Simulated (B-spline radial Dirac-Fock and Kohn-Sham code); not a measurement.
# Form factor and incoherent scattering function of Cd³⁺

System: Cd³⁺, [Kr] 4d9.

The run's input, task.json:

```json
{"items": [{
  "Z": 48,
  "q": 3,
  "cfg": [[1, 0, 2], [2, 0, 2], [2, 1, 6], [3, 0, 2], [3, 1, 6], [3, 2, 10], [4, 0, 2], [4, 1, 6], [4, 2, 9]],
  "A": 114,
  "rrms": 4.6087,
  "do": ["scatter"],
  "s": [0.0, 0.05, 0.1, 0.15, 0.2, 0.25, 0.3, 0.35, 0.4, 0.45, 0.5, 0.6, 0.7, 0.8, 0.9, 1.0, 1.1, 1.2, 1.4, 1.6, 1.8, 2.0, 2.5, 3.0, 3.5, 4.0, 5.0, 6.0],
  "pz": [0, 0.1, 0.2, 0.3, 0.4, 0.5, 0.6, 0.8, 1.0, 1.2, 1.4, 1.6, 1.8, 2.0, 2.5, 3.0, 4.0, 5.0, 7.0, 10.0, 15.0, 20.0, 30.0, 40.0, 60.0, 100.0],
  "hv_scatter": [1000, 5000, 8047.8, 17479.3, 20000, 50000, 100000, 1000000]
}]}
```

Command: `python xray_run.py task.json out`

Level of theory: Dirac-Fock orbitals of the configuration average with a finite nucleus; a radial B-spline solver. f₀ is the Fourier transform of the spherical electron density, S the Waller-Hartree incoherent function, and s = sin θ/λ.

```csv
s (Å⁻¹),f₀,S
0,45.000,0.000
0.05,44.533,0.482
0.1,43.198,1.787
0.15,41.173,3.580
0.2,38.700,5.524
0.25,36.025,7.411
0.3,33.355,9.173
0.35,30.836,10.823
0.4,28.555,12.393
0.45,26.548,13.903
0.5,24.814,15.357
0.6,22.063,18.065
0.7,20.018,20.438
0.8,18.397,22.447
0.9,16.995,24.131
1,15.695,25.567
1.1,14.450,26.827
1.2,13.252,27.961
1.4,11.058,29.964
1.6,9.246,31.686
1.8,7.865,33.171
2,6.870,34.451
2.5,5.462,36.942
3,4.666,38.725
3.5,3.977,40.049
4,3.329,41.040
5,2.304,42.327
6,1.698,43.056
```

f₀ starts at the number of electrons, 45, and has fallen to half at s ≈ 0.58 Å⁻¹. The sum of ⟨r²⟩ over the electrons is 25.67 bohr².

Values without a named source are computed, but for edge energies of neutral atoms, which are taken from tables.
